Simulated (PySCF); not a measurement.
Ba: ionisation energy

Ba [Xe] 6s2 (1S) → Ba⁺ [Xe] 6s1 (2S), as a difference of total energies. Computed with PySCF 2.14 in aug-cc-pwCVTZ-X2C with one added diffuse shell each of s, p, d, f type (12s11p9d5f, 125 functions), with scalar relativity by spin-free X2C-1e. Correlated levels: valence: [Xe] frozen; valence and next inner shell: [Kr] 4d10 frozen. The calculations carry no spin-orbit coupling.

```csv
method,ionisation energy (eV),error (eV)
UHF,4.271,-0.941
LDA,5.376,+0.164
PBE,5.204,-0.008
PBE0,5.118,-0.094
r2SCAN,4.925,-0.287
r2SCAN0,4.956,-0.256
M06,5.487,+0.275
r2SCANh,4.937,-0.275
MP2 (valence),4.748,-0.464
SCS-MP2 (valence),4.844,-0.368
MP2 (valence and next inner shell),5.088,-0.124
SCS-MP2 (valence and next inner shell),5.113,-0.099
```

Reference: 5.212 eV (measured; NIST Atomic Spectra Database, ionization energies).

Errors of the correlated levels include the incompleteness of this basis and the frozen core.
